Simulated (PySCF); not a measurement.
**Correlation energy of Ge⁴⁺ (germanium, charge +4)**

Starting occupation: [Ar] 3d10. All numbers are calculated (PySCF 2.14, X2C-1e with screened-nucleus spin-orbit coupling, Gaussian nucleus, in x2c-QZVPPall-2c (11s10p5d4f1g, 103 functions)). Frozen: [Ne]; 18 electrons correlated; the 8 highest virtual spinors left out.

MP2 pair energies summed by pair of shells (mhartree):

| pair | energy | share (%) |
| --- | --- | --- |
| 3d3/2-3d5/2 | -193.50 | 27.4 |
| 3d5/2-3d5/2 | -134.83 | 19.1 |
| 3d5/2-3p3/2 | -73.03 | 10.3 |
| 3d3/2-3d3/2 | -57.49 | 8.1 |
| 3d3/2-3p3/2 | -50.91 | 7.2 |
| 3d5/2-3p1/2 | -38.53 | 5.5 |
| 3d5/2-3s1/2 | -33.17 | 4.7 |
| 3p1/2-3p3/2 | -23.60 | 3.3 |
| 3d3/2-3p1/2 | -23.42 | 3.3 |
| 3p3/2-3p3/2 | -22.95 | 3.3 |
| 3d3/2-3s1/2 | -22.12 | 3.1 |
| 3p3/2-3s1/2 | -15.00 | 2.1 |
| 3p1/2-3s1/2 | -7.58 | 1.1 |
| 3p1/2-3p1/2 | -5.64 | 0.8 |
| 3s1/2-3s1/2 | -4.01 | 0.6 |

Total MP2 correlation energy: -705.77 mhartree.

This basis was not built for core-valence correlation, so the inner-shell part is incomplete.
